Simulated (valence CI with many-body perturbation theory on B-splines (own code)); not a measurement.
**E1 transitions of Cs V**

Level of theory: valence CI with perturbative core correlation (CI+MBPT): five valence electrons over a frozen Dirac-Fock core [Kr] 4d10, radial functions for each j: 11 s, 11 p, 10 d, 8 f, 5 g, 2 h, with the one-electron correlation potential Σ1, the two-electron term Σ2, the three-electron term Σ3, Breit, model QED; selected CI, second order for the rest, scaled by the run's own slope (own B-spline code, finite nucleus).

Set against measurement, 41 paired levels are off by 280 cm⁻¹ on average, the worst by 650. These come from a selection out of Sansonetti, J. Phys. Chem. Ref. Data 38, 761 (2009). Levels without a partner in it may be off by more, other configurations by several thousand cm⁻¹. Among the levels kept, up to 2600 cm⁻¹ of a level comes from second order outside the variational space, and about a tenth of that is noise between levels of different J, which matters for small intervals. 3 measured levels below the end of the list, from 170737 cm⁻¹ on, found no clear computed partner, and computed levels of the same name lie up to 16699 cm⁻¹ from them.

Lines 201 to 250 of 599 in falling wavelength, among levels below 313110 cm⁻¹, chosen from the strongest by gf and those to the six lowest levels. Wavelengths and rates use the calculated energies, so an error of 300 cm⁻¹ moves a line at 1243 Å by 0.37 % and its rate by three times that or more. Electric multipoles are in the length gauge, E1 and E2 with the static RPA response of the core. Weak lines are less certain than strong ones. Lines between different terms over intervals too small for the method are left out, as are lines whose strength nearly cancels. Where a level lies close to another of its J and parity, the split of strength between their lines is uncertain. The highest levels of a list are the least certain.

Names give the largest LS component (configuration and term), which can be under half, so a name can repeat, a term be missing and a line seem to break the LS rules; names also repeat where a configuration has a term twice. Letters in brackets count levels of one name in rising energy.

```tsv
λ vac (Å)	λ from measured levels	Upper	Lower	A (s⁻¹)	S (a.u.) with core polarisation	S without
1395		5s²5p²6p ²P°_3/2 [b]	5s²5p²5d ²P_1/2 [a]	1.38e+08	7.39e-01	7.27e-01
1382		5s²5p²6p ²P°_1/2 [b]	5s²5p²5d ²P_1/2 [b]	1.40e+08	3.66e-01	3.55e-01
1363		5s²5p²6p ²P°_3/2 [c]	5s²5p²5d ²D_5/2 [b]	1.22e+08	6.11e-01	5.77e-01
1357		5s²5p²6p ²D°_5/2 [b]	5s²5p²5d ²G_7/2	1.19e+08	8.83e-01	8.56e-01
1355		4f5s²5p² ⁴D°_5/2	5s5p⁴ ⁴P_5/2	1.98e+07	1.46e-01	1.70e-01
1331		5s²5p²6p ²D°_5/2 [b]	5s²5p²5d ⁴P_5/2	9.85e+07	6.88e-01	6.73e-01
1301		5s²5p²6p ²P°_3/2 [d]	5s²5p²6s ⁴P_5/2	1.23e+08	5.36e-01	5.39e-01
1298		5s²5p²6p ²S°_1/2	5s²5p²5d ⁴D_1/2	2.09e+08	4.50e-01	4.41e-01
1292		5s²5p²6p ⁴D°_5/2	5s²5p²5d ⁴D_5/2	9.35e+07	5.96e-01	5.81e-01
1283		5s²5p²6p ⁴D°_3/2 [b]	5s²5p²5d ⁴D_3/2	2.12e+08	8.83e-01	8.63e-01
1276		5s²5p²6p ⁴D°_1/2	5s²5p²5d ⁴F_3/2	3.39e+08	6.95e-01	6.76e-01
1268		4f5s²5p² ⁴F°_7/2	5s5p⁴ ⁴P_5/2	7.65e+06	6.16e-02	7.21e-02
1267		5s²5p²6p ²D°_5/2 [b]	5s²5p²5d ⁴D_7/2	6.14e+08	3.70e+00	3.58e+00
1266		4f5s²5p² ⁴F°_5/2	5s5p⁴ ⁴P_5/2	8.71e+06	5.23e-02	6.17e-02
1258		5s²5p²6p ⁴S°_3/2	5s²5p²5d ⁴D_5/2	4.71e+08	1.85e+00	1.79e+00
1243	1236	5s5p⁴ ⁴P_3/2	5s²5p³ ²P°_3/2	7.33e+06	2.78e-02	3.96e-02
1230		5s²5p²6p ⁴D°_1/2	5s²5p²5d ²P_3/2 [a]	8.85e+08	1.63e+00	1.58e+00
1217		5s²5p²6p ⁴D°_5/2	5s²5p²5d ²F_7/2 [a]	7.21e+07	3.85e-01	3.71e-01
1209		5s²5p²6p ⁴D°_3/2 [a]	5s²5p²5d ⁴F_5/2	1.27e+09	4.42e+00	4.29e+00
1203		5s²5p²6p ⁴D°_3/2 [b]	5s²5p²5d ²F_5/2 [a]	8.00e+08	2.75e+00	2.66e+00
1200		5s²5p²6p ⁴P°_3/2	5s²5p²5d ⁴D_5/2	2.90e+08	9.89e-01	9.67e-01
1197		5s²5p²6p ²P°_3/2 [d]	5s²5p²5d ²D_5/2 [b]	6.04e+08	2.05e+00	1.96e+00
1197		5s²5p²6p ²F°_7/2	5s²5p²5d ²G_9/2	1.19e+09	8.03e+00	7.74e+00
1196		5s²5p²6p ⁴P°_1/2	5s²5p²5d ⁴D_3/2	5.66e+08	9.56e-01	9.30e-01
1192		5s²5p²6p ²D°_5/2 [a]	5s²5p²5d ²F_7/2 [a]	8.86e+08	4.45e+00	4.33e+00
1175		5s²5p²6p ⁴D°_3/2 [a]	5s²5p²5d ⁴F_3/2	1.13e+08	3.61e-01	3.53e-01
1170		5s²5p²6p ²F°_5/2	5s²5p²5d ²G_7/2	1.10e+09	5.22e+00	5.04e+00
1167		5s²5p²6p ⁴D°_5/2	5s²5p²5d ⁴F_7/2	1.23e+09	5.77e+00	5.59e+00
1163		5s²5p²6p ⁴P°_1/2	5s²5p²5d ⁴D_1/2	3.66e+08	5.69e-01	5.53e-01
1163		5s²5p²6p ⁴D°_7/2	5s²5p²5d ⁴F_9/2	1.33e+09	8.26e+00	7.96e+00
1162		5s²5p²6p ⁴D°_5/2	5s²5p²5d ²F_5/2 [a]	2.42e+08	1.12e+00	1.10e+00
1152		5s²5p²6p ⁴P°_3/2	5s²5p²5d ⁴D_3/2	1.06e+08	3.19e-01	2.93e-01
1150		5s²5p²6p ²F°_7/2	5s²5p²5d ²G_7/2	7.28e+07	4.38e-01	4.31e-01
1144		5s²5p²6p ²D°_5/2 [a]	5s²5p²5d ⁴F_7/2	2.00e+08	8.87e-01	8.58e-01
1139		5s²5p²6p ²D°_5/2 [b]	5s²5p²5d ⁴D_5/2	1.45e+08	6.33e-01	6.08e-01
1139		5s²5p²6p ²D°_5/2 [a]	5s²5p²5d ²F_5/2 [a]	8.78e+07	3.84e-01	3.76e-01
1139		5s²5p²6p ⁴D°_7/2	5s²5p²5d ²F_7/2 [a]	3.20e+08	1.87e+00	1.82e+00
1135		5s²5p²6p ⁴S°_3/2	5s²5p²5d ²F_5/2 [a]	1.75e+08	5.05e-01	4.87e-01
1133		5s²5p²6p ²S°_1/2	5s5p⁴ ²P_1/2	2.17e+08	3.12e-01	3.01e-01
1128		5s²5p²6p ²S°_1/2	5s²5p²5d ⁴F_3/2	8.69e+08	1.23e+00	1.19e+00
1116		5s²5p²6p ⁴D°_3/2 [b]	5s²5p²5d ⁴F_5/2	1.02e+08	2.79e-01	2.70e-01
1109		5s²5p²6p ²D°_5/2 [c]	5s²5p²5d ⁴D_7/2	3.40e+08	1.37e+00	1.33e+00
1096		4f5s²5p² ²F°_7/2 [a]	5s5p⁴ ⁴P_5/2	5.10e+06	2.65e-02	3.14e-02
1085		5s²5p²6p ²F°_7/2	5s²5p²5d ⁴D_7/2	2.39e+08	1.21e+00	1.19e+00
1074	1069	5s5p⁴ ⁴P_5/2	5s²5p³ ²D°_5/2	2.43e+07	8.91e-02	1.24e-01
1071		5s²5p²5f ⁴D°_7/2 [a]	5s²5p²5d ²F_5/2 [b]	5.91e+07	2.86e-01	2.99e-01
1070	1065	5s5p⁴ ⁴P_1/2	5s²5p³ ²P°_1/2	2.55e+07	3.08e-02	4.23e-02
1068		4f5s5p³ ²H_11/2	4f5s²5p² ²H°_9/2	1.09e+08	7.85e-01	1.06e+00
1041		5s²5p²6p ²P°_1/2 [c]	5s²5p²5d ²D_3/2 [a]	2.76e+08	3.07e-01	2.93e-01
1037		5s²5p²6p ⁴D°_1/2	5s5p⁴ ²D_3/2	2.39e+08	2.63e-01	2.53e-01
```
